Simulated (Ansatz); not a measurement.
One change: `[NH2][SnH2][NH2]` becomes `[NH2][SnH3]`.

Ansatz, PBE0-D4/def2-TZVP geometries, multiplicity 1. Each molecule was computed in one conformer, which needn't be the lowest.

Elements past krypton have def2 core potentials.

| property | `[NH2][SnH2][NH2]` |
| --- | --- |
| size of the dipole moment (PBE/def2-TZVPP) / D | 0.77 |
| LUMO energy (PBE0/def2-TZVPP) / eV | 0.01 |
| zero-point energy (PBE0-D4/def2-TZVP) / kJ/mol | 168.5 |
| ideal-gas entropy at 298 K and 1 bar (rigid rotor, harmonic PBE0-D4/def2-TZVP) / J/(mol·K) | 320 |
| size of the dipole moment (B3LYP/def2-TZVPP) / D | 0.93 |
| LUMO energy (PBE/def2-TZVPP) / eV | -0.71 |

(1) Give the same properties after the change, and the shifts. (Best estimate.)

## Answers

(1) The calculation gave: 
```json
{"property": "size of the dipole moment (PBE/def2-TZVPP) / D", "`[NH2][SnH3]`": "1.03", "shift": "0.26"}
{"property": "LUMO energy (PBE0/def2-TZVPP) / eV", "`[NH2][SnH3]`": "-0.18", "shift": "-0.19"}
{"property": "zero-point energy (PBE0-D4/def2-TZVP) / kJ/mol", "`[NH2][SnH3]`": "118.8", "shift": "-49.7"}
{"property": "ideal-gas entropy at 298 K and 1 bar (rigid rotor, harmonic PBE0-D4/def2-TZVP) / J/(mol·K)", "`[NH2][SnH3]`": "290", "shift": "-30"}
{"property": "size of the dipole moment (B3LYP/def2-TZVPP) / D", "`[NH2][SnH3]`": "1.07", "shift": "0.14"}
{"property": "LUMO energy (PBE/def2-TZVPP) / eV", "`[NH2][SnH3]`": "-0.95", "shift": "-0.24"}
```

With PBE0 the HOMO falls by 0.13 eV and the LUMO falls by 0.19 eV, so the gap narrows by about 0.06 eV. PBE moves the HOMO by -0.12 eV and ωB97M-V by -0.11 eV. The zero-point energy changes by -49.7 kJ/mol with -6 modes. Dipoles are sizes alone; their direction can turn.

B3LYP here is the variant with VWN-RPA as its local correlation; programs differ in this.
